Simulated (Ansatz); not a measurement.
C$_{2}$H$_{7}$GaO, SMILES `OC[CH2][GaH2]`. The species carries charge 0 and has multiplicity 1.

```xyz
11

O    -1.0849    0.0002   -0.7690
C    -0.1674    1.0341   -0.2946
C     1.0457    0.2680    0.1775
Ga    0.0541   -1.4638    0.4376
H    -2.0018    0.2817   -0.7037
H    -0.6438    1.5739    0.5284
H     0.0091    1.7299   -1.1200
H     1.4830    0.6988    1.0777
H     1.8155    0.1983   -0.5914
H     0.3211   -2.7112   -0.4798
H    -0.8307   -1.6099    1.7374
```

Problem. List the harmonic frequencies (cm⁻¹, unscaled) at PBE0-D4/def2-TZVP in Ansatz. (Estimate.)

Solution. Computed: 120, 207, 312, 380, 426, 459, 625, 636, 737, 760, 890, 945, 1028, 1076, 1150, 1253, 1269, 1390, 1461, 1510, 1924, 1954, 3047, 3092, 3100, 3155, 3858.

Problem. Is this a minimum?

Solution. Yes, all 27 modes are real.

Problem. Give the ideal-gas thermochemistry at 298.15 K and 1 bar (rigid rotor, harmonic oscillator; point group C1, symmetry number 1).

Solution. Zero-point energy 219.9 kJ/mol; H(298) − E = 238.3 kJ/mol; entropy 322.0 J/(mol·K), of which translation 168.2, rotation 107.4, vibration 46.4; G(298) − E = 142.3 kJ/mol.
